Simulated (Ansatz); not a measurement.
Dimethylphenylsulfonium 2,4-difluorobenzenesulfonate, `C[S+](C)c1ccccc1.O=S(=O)([O-])c1ccc(F)cc1F`, relaxed as a singlet with RKS PBE-D4/def2-SVP in Ansatz, starting from the GFN2-xTB geometry. Force threshold 0.03 eV/Å.

In the singlet geometry the species has come apart into loosely held pieces.

Start:

Cartesian coordinates in Å:
```
C 2.506 0.358 -0.845
S 1.170 -0.333 0.151
C 2.117 -0.677 1.663
C 1.222 -1.988 -0.612
C 0.131 -2.249 -1.428
C 0.022 -3.469 -2.073
C 1.004 -4.430 -1.899
C 2.095 -4.167 -1.088
C 2.208 -2.946 -0.443
H 2.076 0.599 -1.811
H 2.824 1.271 -0.355
H 3.309 -0.366 -0.936
H 2.056 0.240 2.238
H 1.629 -1.488 2.192
H 3.147 -0.919 1.439
H -0.614 -1.478 -1.548
H -0.825 -3.671 -2.710
H 0.919 -5.386 -2.395
H 2.865 -4.914 -0.957
H 3.065 -2.758 0.187
O -0.128 1.330 -1.239
S 0.038 2.325 -0.183
O 0.462 3.629 -0.615
O 0.873 1.769 0.915
C -1.604 2.541 0.537
C -2.183 3.795 0.575
C -3.465 3.968 1.070
C -4.153 2.853 1.519
F -5.404 3.003 1.993
C -3.600 1.584 1.501
C -2.315 1.454 1.002
F -1.759 0.227 0.984
H -1.600 4.622 0.204
H -3.933 4.938 1.107
H -4.152 0.732 1.860
```

(1) Estimate the energy that the relaxation releases and the steps that it takes.

(2) Does the start keep its bonding and symmetry?

(3) Predict the relaxed structure.

Answers

(1) 0.61 eV, in 10 steps; 43 s on 2 threads of AMD EPYC 7R13 on a shared host and a share (18 GiB) of an NVIDIA H100 80GB HBM3. No frequencies were taken in this run, so the end may be a saddle point.

(2) Bonds lost: S2–O24 (atoms count from 1). The end holds 2 separate pieces.

(3) 
```xyz
35

C     2.628    0.362   -0.839
S     1.253   -0.367    0.097
C     2.020   -0.648    1.715
C     1.232   -2.036   -0.621
C     0.108   -2.265   -1.433
C    -0.034   -3.507   -2.069
C     0.934   -4.507   -1.883
C     2.052   -4.268   -1.065
C     2.210   -3.027   -0.431
H     2.179    0.650   -1.807
H     2.895    1.280   -0.285
H     3.457   -0.363   -0.936
H     2.012    0.357    2.178
H     1.357   -1.334    2.274
H     3.045   -1.056    1.639
H    -0.637   -1.463   -1.557
H    -0.909   -3.695   -2.710
H     0.819   -5.482   -2.378
H     2.808   -5.054   -0.919
H     3.089   -2.844    0.205
O    -0.030    1.575   -1.437
S     0.078    2.552   -0.294
O     0.380    3.954   -0.664
O     0.973    2.012    0.823
C    -1.577    2.591    0.452
C    -2.232    3.824    0.584
C    -3.509    3.914    1.153
C    -4.128    2.738    1.592
F    -5.354    2.798    2.143
C    -3.507    1.487    1.476
C    -2.233    1.434    0.903
F    -1.645    0.224    0.794
H    -1.698    4.715    0.220
H    -4.031    4.875    1.260
H    -4.006    0.573    1.823
```
Bond lengths: 12 × C–C 1.40 to 1.41 Å; 4 × C–S 1.81 to 1.82 Å; 3 × O–S 1.48 to 1.53 Å; 2 × C–F 1.35 Å; 14 × C–H 1.10 to 1.11 Å.
